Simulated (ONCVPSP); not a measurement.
# Pseudopotential generation for B: ONCV, PBEsol, scalar-relativistic.

ONCVPSP 4.0.1 input, shortened (lines: element, Z, core and valence counts, functional; n l f; lmax; l rc ep ncon nbas qcut; lloc lpopt rc5 dvloc0; l nproj debl; icmod fcfact rcfact), PBEsol, scalar-relativistic:

```
  B 5.00    1    1  -116133      upf
    1    0    2.00
    2    0    2.00
    1
    0    1.30    0.00    4    7    6.30
    1    1.40    0.21    4    9    5.60
    4    4    1.25    1.00
    0    2    0.50
    1    2    2.80
    3    4.75    1.20
```

In the s channel the program set the typed energies aside and used -0.712, 0.250 Ha. In the p channel the program set the typed energies aside and used 0.050, 2.850 Ha.

All-electron outer shells of the reference configuration (PBEsol, scalar-relativistic, ld1.x):

```tsv
shell	level (eV)	outermost node (bohr)	outermost maximum (bohr)
1s	-192.53	–	0.21
2s	-19.38	0.46	1.46
```

**Question.** Estimate the cutoffs (Ha) at which the residual kinetic energy of the hardest occupied pseudo-wave falls to 1 and 0.1 mHa per electron.

**Answer.** 13 Ha and 18 Ha.

**Question.** What does a ghost test show?

**Answer.** No bound ghost flagged; no localised positive-energy state flagged.

**Question.** Tests: 2s2 2p1; 2s1; 2s2 2p0.5; 2s1 2p2. Which has the largest error in its energy relative to the reference configuration, and how large is it?

**Answer.** 2s1, with +25 meV (all-electron minus pseudo) on +25.26 eV.
